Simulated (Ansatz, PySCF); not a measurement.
This triplet is an excited state, 0.65 eV above the relaxed singlet at the level frozen-core CCSD(T)/cc-pVTZ // PBE0-D3(BJ)/def2-TZVP (Ansatz, a first-principles code).

# H₄GeSi, SMILES `[SiH3][GeH]` (excited triplet) (charge 0, multiplicity 3)

Computed with PBE0-D3(BJ)/def2-TZVP run with PySCF.

```
Quantity                                                Value
-----------------------------  ------------------------------
highest occupied spin orbital                        -5.57 eV
dipole moment                                          0.33 D
total energy                                    -2368.4454 Ha
cost                           around 60 core-seconds (rough)
```

Bond lengths (Å): Si1–Ge2 2.366, Si1–H3 1.488, Si1–H4 1.484, Si1–H5 1.488, Ge2–H6 1.547. Angles (°): Ge2–Si1–H3 111.4, Ge2–Si1–H4 106.4, Ge2–Si1–H5 111.1, H3–Si1–H4 109.4, H3–Si1–H5 108.9, H4–Si1–H5 109.5, Si1–Ge2–H6 123.5.
Charge 0, spin multiplicity 3.
